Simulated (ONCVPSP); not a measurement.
Scattering properties, ONCV potential for Ba

| Item | Value |
| --- | --- |
| Element | barium |
| Generator | ONCVPSP 4.0.1 |
| Type | optimised norm-conserving Vanderbilt (ONCV) |
| Functional | LDA (Perdew-Wang 92) |
| Relativity | fully relativistic |
| Frozen core | [Kr] 4d10 |
| Valence charge | 10 |
| Reference configuration | 5s2 5p6 6s2 |
| Partial waves | 5s+6s: rc 3.15 bohr, ncon 4, nbas 7, qcut 3.7 1/bohr, 2 projectors; 5p: rc 2.95 bohr, ncon 4, nbas 7, qcut 3.9 1/bohr, 2 projectors, debl 3.5 Ha; d scattering state at 0.02 Ha: rc 3.30 bohr, ncon 4, nbas 8, qcut 3.2 1/bohr, 3 projectors, debl 2 Ha |
| Local potential | polynomial inside 2.65 bohr (lpopt 5, dvloc0 0 Ha) |
| Core correction | Teter function fitted to the true core (icmod 2), fcfact 0.3 |

Open shells are filled in proportion to 2j + 1.

In the d channel the program set the typed energies aside and used 0.050, 2.050, 4.050 Ha (j = l + 1/2; the other j can differ).

The phase is arctan(r·R′/R) of the radial function R(r), unwrapped; energies in Ha, scanned from -3 to 5 Ha. A pole is an energy at which the radial function vanishes at the test radius. The pseudo phase is shifted by a multiple of π to meet the all-electron one at the reference energy, and phase errors are pseudo minus all-electron; the curves can meet again beyond the range given. Levels narrower than the energy grid can be missing from the lists of poles.

```tsv
channel	radius (bohr)	reference energy (Ha)	poles, all-electron	poles, pseudo	unbroken range about the reference energy with phases within 0.05 rad	phase error 1 Ha above the reference energy (rad)
s	3.20	-0.12	-1.20, 1.26, 4.83	-1.20, 1.28, 3.36	below 2.4	+0.003
p3/2	3.00	-0.67	-0.49, 2.31	-0.49, 2.32	below 0.2	+0.079
p1/2	3.00	-0.74	-0.60, 2.16	-0.60, 2.15	below 0.1	-0.086
d5/2	3.36	0.05	0.27, 2.45	0.27, 2.45	the whole range	-0.034
d3/2	3.36	0.05	0.26, 2.42	0.25, 2.42	the whole range	-0.029
```

Phases in the d5/2 channel:

```
E (Ha)  all-electron  pseudo
 -2.98         1.429   1.428
 -2.54         1.414   1.414
 -2.10         1.395   1.394
 -1.66         1.366   1.365
 -1.22         1.317   1.316
 -0.78         1.208   1.206
 -0.34         0.639   0.632
  0.10        -1.411  -1.411
  0.54        -1.742  -1.744
  0.98        -2.513  -2.538
  1.42        -4.373  -4.375
  1.86        -4.602  -4.602
  2.30        -4.690  -4.690
  2.74        -4.756  -4.756
  3.18        -4.842  -4.843
  3.62        -5.108  -5.112
  4.06        -7.297  -7.297
  4.50        -7.691  -7.693
  4.94        -7.778  -7.784
```
